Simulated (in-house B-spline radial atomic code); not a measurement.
## wB97X excitations of the tellurium ion Te⁴⁺

Method: wB97X. Computed with a B-spline radial code for spherical atoms: linear response of the closed shell [Kr] 4d10 5s2 with the functional's adiabatic kernel; non-relativistic, point nucleus, no spin-orbit coupling, no double excitations, S, P, D and F terms only; shells from n = 3 respond. Only terms of natural parity with L up to 3 were computed.

Without relativity these are model numbers for so heavy an element.

Command:
```bash
python run_td.py task.json out
```
Settings (radii: box in bohr, nucleus in fm):
```
Z                        52
electrons                48
configuration            [Kr] 4d10 5s2
hamiltonian              nr
method                   wb97x
box_radius               19.1
intervals                56
```

Time taken, with all properties: 1.7 s on 1 thread of Intel(R) Xeon(R) 6975P-C (Granite Rapids), with other jobs on the host.

The lowest states, in the order of their Tamm-Dancoff energies; the method's threshold (minus the highest occupied level) is 55.05 eV. Labels give the largest channel, * marks a mixed state, and oscillator strengths are full-response dipole values. Semilocal kernels can invert the small singlet-triplet splittings of Rydberg terms. Energies in eV:

```
     state  full response  Tamm-Dancoff  oscillator strength
5s → 5p 3P              ?             ?                    -
5s → 5p 1P         12.059        12.609                  1.5
5s → 5d 3D         24.959        24.967                    -
5s → 5d 1D         25.095        25.144                    -
5s → 6s 3S         28.493        28.505                    -
5s → 6s 1S         29.048        29.083                    -
5s → 4f 3F              ?             ?                    -
5s → 4f 1F         29.940        29.958                    -
5s → 6p 3P          31.86         31.88                    -
5s → 6p 1P          32.35         32.39               0.0804
```

(1) Where does 5s → 4f 3F lie?

(2) Where does 5s → 5p 3P lie?

(3) How large is the singlet-triplet splitting of 5s → 5p (P terms) in Tamm-Dancoff?

(4) What polarisabilities and dispersion coefficient does the method give?

Results:

(1) At 29.726 eV in full response, 29.743 eV in Tamm-Dancoff.

(2) At 9.145 eV in full response, 9.206 eV in Tamm-Dancoff.

(3) 3.4 eV, from the unrounded values.

(4) Dipole 9.209 bohr³, quadrupole 21.22 bohr⁵, C6 38.13 hartree·bohr⁶ for two such species.
